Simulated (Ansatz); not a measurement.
Cost and result for the atomization energy of `B/C=N\BF` (9 atoms, 8 bonds).

```xyz
9

B     0.255   -0.514    1.149
C     0.946   -0.899   -0.167
N     0.204   -0.093   -0.779
B    -0.732    0.944   -0.865
F    -1.990    0.673   -1.202
H     0.702    0.412    1.757
H    -0.729   -1.099    1.482
H     1.718   -1.499   -0.647
H    -0.374    2.075   -0.730
```

Total charge 0; spin multiplicity 1. The geometry is a stationary point of PBE0-D4/def2-TZVP. It is one conformer, not always the lowest. Program: Ansatz. All runs use 2 threads of an AMD EPYC 7B13 on a shared host. Times are those of one run each, without the atoms' runs, and a repeat can differ threefold. Electronic energies, without spin–orbit coupling; frozen cores. CCSD(T)/CBS adds CCSD(T) − MP2 in def2-TZVPP to the MP2 limit, and its time is that of the two runs behind it. T1 = 0.016. B3LYP takes the VWN-RPA correlation (the form of Gaussian; ORCA's B3LYP/G).

CCSD(T)/CBS is a level of theory with its own doubt, some kJ/mol a heavy atom from the limit and from the frozen cores, so smaller differences don't rank the functionals.

```csv
level,functions,wall time,atomization (kJ/mol),difference from CCSD(T)/CBS,per bond
LDA (SPW92)/def2-TZVPP,211,1.4 s,4172.9,590.4,73.8
BLYP-D4/def2-TZVPP,211,2.3 s,3652.7,70.2,8.8
BHLYP-D4/def2-TZVPP,211,2.7 s,3505.4,-77.1,-9.6
PBE0-D4/def2-TZVPP,211,3.1 s,3637.2,54.7,6.8
CCSD(T)/def2-SVP,90,4.1 s,3436.0,-146.5,-18.3
B3LYP-D4/def2-TZVPP (with forces),211,4.1 s,3634.7,52.2,6.5
r2SCAN-D4/def2-TZVPP (with forces),211,4.3 s,3637.8,55.3,6.9
B2PLYP/def2-TZVPP,211,5.5 s,3595.0,12.5,1.6
ωB97X-V/def2-TZVPP,211,7 s,3612.1,29.6,3.7
ωB97M-V/def2-TZVPP (with forces),211,9.5 s,3629.5,47.0,5.9
MP2/def2-QZVPP,405,20 s,3648.1,65.6,8.2
CCSD(T)/def2-TZVPP,211,85 s,3494.1,-88.4,-11.0
CCSD(T)/CBS(def2),–,100 s,3582.5,0.0,0.0
```

The D4 term adds +23.8 kJ/mol with B3LYP and +12.4 kJ/mol with PBE0; it sums over pairs of atoms, weighted by their polarisabilities, and B3LYP, whose exchange is more repulsive, gets the larger term. In def2-TZVPP, CCSD(T) changes the Hartree–Fock value by +847.1 kJ/mol (the triples alone add +63.5 kJ/mol) and MP2 by +948.5 kJ/mol; breaking electron pairs costs correlation energy, which Hartree–Fock lacks. From r2SCAN to r2SCAN0 (25 % exact exchange), in def2-TZVPP and without D4, the atomization energy moves by −76.4 kJ/mol: exact exchange takes away binding that semilocal exchange gives to molecules.
